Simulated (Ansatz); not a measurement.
H$_{7}$OSi$_{3}$, SMILES `[SiH3]O[SiH][SiH3]` radical, relaxed with UKS PBE0-D4/def2-TZVP in the Gaussian-basis code of Ansatz from a PBE-D4/def2-SVP geometry. The force threshold is 0.005 eV/Å; the program also tests the step.

The species carries charge 0 and has multiplicity 2.

Start:

```xyz
11

Si   -0.988    0.218    1.936
O    -0.944   -0.828    0.622
Si   -0.727   -0.771   -1.050
Si    1.286    0.311   -1.634
H    -2.099    1.220    1.771
H    -1.225   -0.605    3.167
H     0.320    0.955    2.062
H    -0.779   -2.202   -1.535
H     2.513   -0.336   -1.039
H     1.406    0.297   -3.135
H     1.236    1.741   -1.164
```

| step | energy (eV) | largest force (eV/Å) | largest move (Å) |
| --- | --- | --- | --- |
| 1 | -25784.0160 | 0.739 | 0.000 |
| 2 | -25784.0708 | 0.492 | 0.035 |
| 3 | -25784.0859 | 0.083 | 0.036 |
| 4 | -25784.0869 | 0.066 | 0.018 |
| 5 | -25784.0881 | 0.066 | 0.036 |
| 6 | -25784.0888 | 0.045 | 0.026 |
| 7 | -25784.0896 | 0.027 | 0.035 |
| 8 | -25784.0900 | 0.018 | 0.024 |
| 9 | -25784.0901 | 0.017 | 0.010 |
| 10 | -25784.0902 | 0.010 | 0.022 |
| 11 | -25784.0903 | 0.017 | 0.023 |
| 12 | -25784.0904 | 0.018 | 0.015 |
| 13 | -25784.0904 | 0.009 | 0.009 |
| 14 | -25784.0904 | 0.007 | 0.007 |
| 15 | -25784.0905 | 0.006 | 0.006 |
| 16 | -25784.0905 | 0.004 | 0.004 |
| 17 | -25784.0905 | 0.005 | 0.008 |
| 18 | -25784.0905 | 0.010 | 0.018 |
| 19 | -25784.0905 | 0.014 | 0.017 |
| 20 | -25784.0906 | 0.016 | 0.019 |
| 21 | -25784.0906 | 0.015 | 0.014 |
| 22 | -25784.0906 | 0.012 | 0.014 |
| 23 | -25784.0906 | 0.008 | 0.012 |
| 24 | -25784.0906 | 0.005 | 0.003 |
| 25 | -25784.0906 | 0.005 | 0.006 |

End:

```xyz
11

Si   -0.984    0.210    1.904
O    -1.057   -0.711    0.550
Si   -0.732   -0.739   -1.061
Si    1.290    0.308   -1.604
H    -2.102    1.187    1.915
H    -1.089   -0.687    3.079
H     0.308    0.945    1.946
H    -0.791   -2.167   -1.492
H     2.475   -0.274   -0.910
H     1.477    0.178   -3.074
H     1.206    1.751   -1.253
```

It took 70 s on 4 threads of a server CPU on a shared host, with 0.62 GiB of host memory at the peak.
